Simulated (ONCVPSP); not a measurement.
# An all-electron radial function and its pseudo partner (Ne)

Columns: radius, all-electron u(r) and pseudo u(r) of the 2p shell (level -13.28 eV) of neon in the configuration [He] 2s2 2p6; PBEsol, non-relativistic, ONCV scheme, ONCVPSP 4.0.1.

| r (bohr) | all-electron | pseudo |
| --- | --- | --- |
| 0.057 | 0.0708 | 0.0308 |
| 0.115 | 0.2198 | 0.1200 |
| 0.172 | 0.3832 | 0.2515 |
| 0.230 | 0.5380 | 0.4108 |
| 0.288 | 0.6693 | 0.5747 |
| 0.345 | 0.7722 | 0.7218 |
| 0.402 | 0.8499 | 0.8420 |
| 0.460 | 0.9052 | 0.9301 |
| 0.518 | 0.9397 | 0.9827 |
| 0.575 | 0.9570 | 1.0044 |
| 0.632 | 0.9609 | 1.0034 |
| 0.690 | 0.9540 | 0.9865 |
| 0.747 | 0.9392 | 0.9609 |
| 0.805 | 0.9178 | 0.9304 |
| 0.862 | 0.8924 | 0.8986 |
| 0.920 | 0.8633 | 0.8658 |
| 0.977 | 0.8326 | 0.8333 |
| 1.035 | 0.8000 | 0.8002 |
| 1.092 | 0.7674 | 0.7674 |
| 1.150 | 0.7340 | 0.7340 |
| 1.208 | 0.7009 | 0.7009 |
| 1.265 | 0.6688 | 0.6688 |
| 1.322 | 0.6374 | 0.6374 |
| 1.380 | 0.6063 | 0.6063 |
| 1.438 | 0.5762 | 0.5762 |
| 1.495 | 0.5477 | 0.5477 |

**Question.** How many radial nodes do the two functions have?

**Answer.** The all-electron 2p function has n − l − 1 = 0; the pseudo-wave has 0.

**Question.** At about which radius was the pseudo-wave matched?

**Answer.** 1.15 bohr. The columns agree to 0.0005 from 1.03 bohr on; several derivatives are matched, so the curves merge somewhat inside the radius.

**Question.** Is the pseudo-wave norm-conserving?

**Answer.** Yes: the ONCV scheme keeps the norm inside the radius equal to the all-electron one, which fixes the energy derivative of the logarithmic derivative at the level.
